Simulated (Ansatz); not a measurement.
BH2(iPr) (C₃H₉B). The state is a singlet with charge 0. Geometry r2SCAN-D4/def2-SVP; atoms count from 1.

| atom | x (Å) | y (Å) | z (Å) |
| --- | --- | --- | --- |
| B1 | -0.5258 | 0.3264 | 1.5205 |
| H2 | -0.3145 | 1.4064 | 2.0271 |
| H3 | -1.0817 | -0.5267 | 2.1771 |
| C4 | -0.2427 | 0.0974 | 0.0129 |
| C5 | -0.1563 | -1.3492 | -0.4806 |
| C6 | 0.7815 | 1.0125 | -0.6633 |
| H7 | -1.2694 | 0.4838 | -0.2629 |
| H8 | -0.9408 | -1.9806 | -0.0365 |
| H9 | 0.8162 | -1.7909 | -0.2054 |
| H10 | -0.2426 | -1.4150 | -1.5783 |
| H11 | 0.7054 | 0.9728 | -1.7630 |
| H12 | 0.6644 | 2.0607 | -0.3491 |
| H13 | 1.8063 | 0.7024 | -0.3984 |

(1) Estimate the Mulliken populations from the PBE0/def2-TZVP orbitals of Ansatz.

(2) And the Mayer bond orders between bonded heavy atoms (over 0.3)?

Results:

(1) 
```
atom  charge (e)
  B1       -0.07
  H2        0.01
  H3        0.01
  C4       -0.06
  C5       -0.36
  C6       -0.36
  H7        0.09
  H8        0.13
  H9        0.12
 H10        0.12
 H11        0.12
 H12        0.13
 H13        0.12
```
Mulliken values and Mayer orders depend strongly on the basis.

(2) B1–C4 1.07 (1.55 Å); C4–C5 0.99 (1.53 Å); C4–C6 0.99 (1.53 Å).
